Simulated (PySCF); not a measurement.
# J couplings in C6H8N2

Bonds: C1-N2, N2-C3, C3-C4, C4-C5, C5-C6, C6-C7, C7-N8. C1 carries H9, H10, H11; C3 carries H12; C6 carries H13, H14; C7 carries H15; N8 carries H16.

Couplings: B3LYP/pcJ-1 (spin–dipole term only in couplings to heteroatoms) in PySCF 2.14.0 with density-fitted response routines, geometry GFN2-xTB; gas phase, one conformer, non-relativistic. Couplings are averaged over pairs made equivalent by symmetry, fast rotation or ring inversion, so a value needn't be that of the named pair in this geometry, while other rotamers aren't included; one pair stands for each set, and the list holds a selection of those of at least 0.8 Hz over up to four bonds.

Isotopes: ¹³C, ¹H, ¹⁵N.

```json
{"pair": "C1, N2", "bonds": "1", "J (Hz)": "?"}
{"pair": "C1, H9", "bonds": "1", "J (Hz)": "139.7"}
{"pair": "N2, C3", "bonds": "1", "J (Hz)": "-7.7"}
{"pair": "C3, C4", "bonds": "1", "J (Hz)": "88.7"}
{"pair": "C3, H12", "bonds": "1", "J (Hz)": "192.0"}
{"pair": "C4, C5", "bonds": "1", "J (Hz)": "191.3"}
{"pair": "C5, C6", "bonds": "1", "J (Hz)": "?"}
{"pair": "C6, C7", "bonds": "1", "J (Hz)": "?"}
{"pair": "C6, H13", "bonds": "1", "J (Hz)": "140.3"}
{"pair": "C7, N8", "bonds": "1", "J (Hz)": "-8.4"}
{"pair": "C7, H15", "bonds": "1", "J (Hz)": "?"}
{"pair": "N8, H16", "bonds": "1", "J (Hz)": "-54.7"}
{"pair": "C3, C5", "bonds": "2", "J (Hz)": "9.7"}
{"pair": "C4, C6", "bonds": "2", "J (Hz)": "10.0"}
{"pair": "C5, C7", "bonds": "2", "J (Hz)": "-5.4"}
{"pair": "C7, H13", "bonds": "2", "J (Hz)": "?"}
{"pair": "N8, H15", "bonds": "2", "J (Hz)": "?"}
{"pair": "C1, C4", "bonds": "3", "J (Hz)": "?"}
{"pair": "C4, C7", "bonds": "3", "J (Hz)": "2.9"}
{"pair": "C5, N8", "bonds": "3", "J (Hz)": "-2.6"}
{"pair": "C5, H15", "bonds": "3", "J (Hz)": "1.8"}
{"pair": "N8, H13", "bonds": "3", "J (Hz)": "-2.7"}
{"pair": "C3, C7", "bonds": "4", "J (Hz)": "-1.8"}
{"pair": "C5, H16", "bonds": "4", "J (Hz)": "?"}
{"pair": "C6, H12", "bonds": "4", "J (Hz)": "-0.8"}
{"pair": "H9, H12", "bonds": "4", "J (Hz)": "-3.1"}
```

Problem. Estimate the withheld couplings, with signs.

Solution. 
- ¹J(C1,N2) = 2.8 Hz (bond length 1.429 Å)
- ¹J(C5,C6) = 71.4 Hz (bond length 1.448 Å)
- ¹J(C6,C7) = 49.2 Hz (bond length 1.501 Å)
- ¹J(C7,H15) = 167.4 Hz (bond length 1.100 Å)
- ²J(C7,H13) = -8.3 Hz (angle at C6 109°)
- ²J(N8,H15) = 4.0 Hz (angle at C7 126°)
- ³J(C1,C4) = 10.6 Hz (dihedral angle 0°)
- ⁴J(C5,H16) = -1.1 Hz
